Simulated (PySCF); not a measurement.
Compound: GaH2(OMe), CH₅GaO.
Geometry (PBE0-D3(BJ)/def2-SVP, Å), atoms numbered from 1 in this order:
```
atom  x, y, z in Å
Ga1    0.5773    1.3077    0.7355
H2     2.0482    0.7985    0.5550
H3     0.0288    2.6065    1.3958
O4    -0.7054    0.2499    0.0906
C5    -0.5177   -0.9722   -0.5522
H6    -0.9308   -0.9397   -1.5770
H7    -1.0470   -1.7789   -0.0132
H8     0.5466   -1.2719   -0.6344
```

The closed-shell ground state was solved at several levels (PySCF, density fitting, gas phase). The calculation is non-relativistic and has no spin–orbit coupling, an omission that weighs most on gallium.

| level | basis functions | total energy (Eh) | HOMO (eV) | LUMO (eV) | gap (eV) | dipole (D) |
| --- | --- | --- | --- | --- | --- | --- |
| B3LYP/pcSseg-1 (pcSseg-2 on Ga) | 122 | -2041.2803 | -7.59 | -1.52 | 6.07 | 1.14 |
| PBE0/pcSseg-1 (pcSseg-2 on Ga) | 122 | -2040.8281 | -7.81 | -1.23 | 6.58 | 1.16 |
| PBE/pcSseg-1 (pcSseg-2 on Ga) | 122 | -2040.7917 | -6.39 | -1.99 | 4.40 | 1.03 |
| PBE/pcJ-1 (pcSseg-1 on Ga) | 145 | -2040.5654 | -6.43 | -1.97 | 4.46 | 1.03 |

Q: What might CAM-B3LYP/def2-SVPD (121 basis functions) give for the same quantities?

A: Total energy -2040.9309 Eh, HOMO -9.34 eV, LUMO -0.38 eV, gap 8.96 eV, dipole 1.21 D.

Q: Over all these levels, which gives the widest orbital gap and which the narrowest?

A: CAM-B3LYP/def2-SVPD (range-separated hybrid) has the widest, 8.96 eV, and PBE/pcSseg-1 (pcSseg-2 on Ga) (GGA) the narrowest, 4.40 eV. Functional and basis both differ between the two, so the spread mixes both effects.

Q: In the pcSseg-1 (pcSseg-2 on Ga) basis, how does the gap go with the fixed share of exact exchange?

A: PBE (0 %) 4.40 eV; B3LYP (20 %) 6.07 eV; PBE0 (25 %) 6.58 eV. Each rise in the share widens the gap here.

Q: How far do the dipole and the HOMO energy spread over the levels?

A: The dipole runs from 1.03 to 1.21 D (mean 1.11 D) and the HOMO from -9.34 to -6.39 eV.

One conformer stands for the species.
